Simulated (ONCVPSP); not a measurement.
What the settings do to the ONCV potential of Nb

Base potential:

Nb, optimised norm-conserving Vanderbilt (ONCV), made with ONCVPSP 4.0.1 (PBEsol, scalar-relativistic). Core [Ar] 3d10, reference 4s2 4p6 4d3 5s2. Waves: 4s+5s: rc 2.05 bohr, ncon 4, nbas 7, qcut 6 1/bohr, 2 projectors; 4p: rc 1.80 bohr, ncon 4, nbas 7, qcut 6.4 1/bohr, 2 projectors, debl 3.9 Ha; 4d: rc 1.80 bohr, ncon 4, nbas 9, qcut 4.7 1/bohr, 2 projectors, debl 2.6 Ha. Local part: polynomial inside 1.25 bohr (lpopt 5, dvloc0 4 Ha). Core correction: none.

Cutoffs, loose and tight: the cutoffs (Ha) at which the residual kinetic energy of the hardest occupied pseudo-wave falls to 1 and 0.1 mHa per electron. They do not see the model core or the augmentation charge, which bear on the density cutoff. Test errors are all-electron minus pseudo excitation energies from the reference, over the configurations 4s2 4p6 4d4 5s1; 4s2 4p6 4d4 5s0; 4s2 4p6 4d3 5s0; 4s2 4p6 4d4 5s0 5p1. A dash means not determined; rows that change the core or the reference have their own tests.

A true bound ghost makes a file unfit for plane-wave use even where its test errors are small: the radial tests pick states by their node count and pass the ghost by.

| change | outcome | cutoff, loose | cutoff, tight | bound ghosts | GHOST(+) flags above zero | largest test error (meV) |
| --- | --- | --- | --- | --- | --- | --- |
| base | generated | 42 Ha | 92 Ha | d | d | -9.2 |
| core correction Teter function, fcfact 5.75, rcfact 1.15 | generated | 42 Ha | 92 Ha | d | d | -11 |
| d: nproj 1 | generated | 42 Ha | 92 Ha | d | d | -9.5 |
| s: rc 2.1 | generated | 42 Ha | 92 Ha | d | d | -9.7 |
| s: qcut 5.9 | generated | 42 Ha | 92 Ha | d | d | -9.4 |
| d: rc 1.22; local potential polynomial inside 1.22 bohr (lpopt 5, dvloc0 4 Ha) | generated | 78 Ha | 199 Ha | none | d | -12 |
| s: qcut 7.8 | generated | 42 Ha | 92 Ha | d | d | -6.1 |
| d: nproj 0; local potential the d channel | generated | 42 Ha | 92 Ha | none | s, p | -20 |

Problem. What comes out with this change to the base: local potential polynomial inside 1.25 bohr (lpopt 5, dvloc0 5 Ha)?

Solution. outcome: generated; cutoff, loose: 42 Ha; cutoff, tight: 92 Ha; bound ghosts: none; GHOST(+) flags above zero: none; largest test error (meV): -8.7.

Problem. What comes out with this change to the base: s: qcut 6.2; p: qcut 6.6; d: qcut 4.8?

Solution. outcome: generated; cutoff, loose: 36 Ha; cutoff, tight: 91 Ha; bound ghosts: d; GHOST(+) flags above zero: d; largest test error (meV): -9.0.

Problem. What comes out with this change to the base: reference 4s2 4p6 4d4 5s1?

Solution. outcome: generated; cutoff, loose: 38 Ha; cutoff, tight: 92 Ha; bound ghosts: d; GHOST(+) flags above zero: d; largest test error (meV): -2.7 over the solved tests; 1 of 4 tests not solved or not reliable.
